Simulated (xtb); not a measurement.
Se(Cl)(GeH3) (ClGeH3Se), SMILES Cl[Se][GeH3]. All values are semi-empirical tight-binding results from xtb (GFN2-xTB unless named), good for trends rather than for accurate numbers. Geometry: GFN2-xTB.

Optimised geometry:

Bonds (Å): Se1–Cl2 2.142, Se1–Ge3 2.343, Ge3–H4 1.505, Ge3–H5 1.501, Ge3–H6 1.497. Bond angles (°): Cl2–Se1–Ge3 98.5, Se1–Ge3–H4 112.5, Se1–Ge3–H5 109.2, Se1–Ge3–H6 108.3, H4–Ge3–H5 108.0, H4–Ge3–H6 108.9, H5–Ge3–H6 110.0.

The geometry has at least one imaginary mode, so it is a saddle point at that level.

For metal compounds this method's bond lengths and energies can be far off.

The orbital gap is 2.88 eV.

Computed atomic charges and the Wiberg bond orders between heavy atoms:
charges (e) Se1 -0.08, Cl2 -0.07, Ge3 0.14, H4 0.00, H5 0.00, H6 0.01. Bond orders Se1–Cl2 1.27, Se1–Ge3 0.99.
